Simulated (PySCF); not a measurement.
## Frontier orbitals and the lowest excitations

Compound: C6H8Si.
SMILES with atom numbers: `[CH:1]#[C:2][C:3]1=[CH:4][SiH2:5][C@@H:6]1[CH3:7]` (hydrogens: H8 on C1; H9 on C4; H10, H11 on Si5; H12 on C6; H13, H14, H15 on C7)

The calculation used TDDFT CAM-B3LYP/def2-SVPD, vertical, gas phase, core orbitals frozen in the response (PySCF). Geometry: GFN2-xTB; no solvent, vibrations or thermal averaging.

Kohn–Sham orbitals with the atoms that hold most of them (Löwdin shares over 4%, at most four atoms; ? is withheld):

| orbital | ε (eV) | atoms |
| --- | --- | --- |
| LUMO+2 | 1.36 | Si5 31%, C1 10%, C4 8%, C7 8% |
| LUMO+1 | 0.87 | Si5 33%, H10 11%, H11 10%, C6 9% |
| LUMO | -0.07 | ? |
| HOMO | ? | C4 27%, C1 20%, C3 19%, C2 16% |
| HOMO-1 | -9.15 | ? |
| HOMO-2 | -9.62 | C1 20%, C2 18%, C6 17%, C4 8% |
| HOMO-3 | -10.21 | C4 25%, Si5 20%, C3 12%, C6 10% |

(1) Which atoms hold the HOMO-1, and with what shares?

(2) Give the leading atoms of the LUMO.

(3) What is the HOMO energy, and the HOMO–LUMO gap?

Results:

(1) C6 (bonded to 2 C, Si and H) 24%; C1 (bonded to C and H) 18%; C2 (bonded to 2 C) 17%; Si5 (bonded to 2 C and 2 H) 15%. By element: carbon 59% or more, silicon 15%.

(2) C4 (bonded to C, Si and H) 24%; C3 (bonded to 3 C) 22%; C1 (bonded to C and H) 17%; C2 (bonded to 2 C) 14%.

(3) ε(HOMO) = -8.33 eV; the gap is 8.26 eV (0.3035 hartree).

Q: The HOMO–LUMO gap is 8.26 eV. Where does the response calculation put the lowest singlet, and from which orbitals?

A: S1 is at 5.23 eV (f = 0.0002), 3.03 eV below the gap, made of HOMO-1→LUMO (71%), HOMO-2→LUMO (23%). Its leading pair isn't HOMO and LUMO; the energies of that pair differ by 9.08 eV. Without the coupling terms of the response equations the lowest excitation would equal the gap.

Q: Give energy, strength and leading configuration of S1 and S2, and follow the Löwdin shares of the leading atoms from the occupied to the empty orbital.

A: 
- S1 (5.23 eV, f 0.0002), HOMO-1→LUMO (71%): C6 24% → at most 14%, C1 18% → 17%, C4 at most 15% → 24%, C3 at most 15% → 22%
- S2 (5.40 eV, f 0.246), HOMO→LUMO (85%): C4 27% → 24%, C1 20% → 17%, C3 19% → 22%

Löwdin shares depend on the basis, the more so with diffuse functions.
